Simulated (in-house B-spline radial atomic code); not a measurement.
The numbers below are computed, except where a source is named.
Correlation energy from the adiabatic connection: −Z exp(−kr)/r, Z = 1.4, k = 0.239

Two electrons in a singlet, external potential −Z exp(−kr)/r, Z = 1.4, k = 0.239 (atomic units). Full CI in B-splines (partial waves to l = 8, correlation up to 0.6 % small) with the density held fixed gives W(λ) = <V_ee>_λ − U, and E_c is the integral of W(λ) − W(0) from 0 to 1.

| λ | W(λ) − W(0) (hartree) |
| --- | --- |
| 0 | 0.00000 |
| 0.02 | -0.00215 |
| 0.05 | -0.00530 |
| 0.12 | -0.01235 |
| 0.25 | -0.02444 |
| 0.4 | -0.03693 |
| 0.6 | -0.05156 |
| 0.8 | -0.06425 |
| 1 | -0.07537 |

(1) Integrate the table by the trapezoid rule.

(2) Now use only three numbers: W(0) = -0.60127, the initial slope W'(0) = -0.1082 (extrapolated from the first points) and the strong-coupling limit of the point-charge-plus-continuum model, W∞ = -0.86907. What do second-order theory and the interpolation W(λ) = W∞ + (W(0) − W∞)/√(1 + 2χλ) of Seidl, Perdew and Levy give?

## Answers

(1) The strips give -0.00002, -0.00011, -0.00062, -0.00239, -0.00460, -0.00885, -0.01158, -0.01396, which sum to -0.04214 hartree. The direct value, W(1) − W(0) + T_c with T_c = 0.03311, is -0.04226; the curve is convex, so chords lie above it and the trapezoids fall short in size by 0.29 %.

(2) Second order keeps the slope alone: E_c = W'(0)/2 = -0.05410, +28 % in size against -0.04226. Matching the slope fixes χ = W'(0)/(W∞ − W(0)) = -0.1082/(-0.26780) = 0.40403. Integrating, with s = √(1 + 2χ) = 1.344643, E_c = −(W(0) − W∞)(s − 1)/(s + 1) = −0.26780 × 0.344643/2.344643 = -0.03936 hartree, -6.9 % in size against the full result. At λ = 1 the formula gives W − W(0) = -0.06864 against -0.07537. Part of the miss can come from the model's W∞.
